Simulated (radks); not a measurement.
Results of a calculation; reference values are marked as such.
Ionisation of Ca4+, [Ne] 3s2 3p4, to Ca5+, [Ne] 3s2 3p3, under several functionals. Non-relativistic Kohn-Sham, spin-polarised, spherical densities, point nucleus; open shells are filled with parallel spins first; a radial shooting solver on a logarithmic mesh with Libxc functionals. Known Delta-SCF values: revTPSS 83.812 eV. What does LDA (Slater exchange, Perdew-Wang correlation) give, and what is its highest occupied eigenvalue?

Answer. 84.404 eV by Delta-SCF; the 3p eigenvalue is -75.792 eV. NIST: 84.3 eV (semi-empirical).
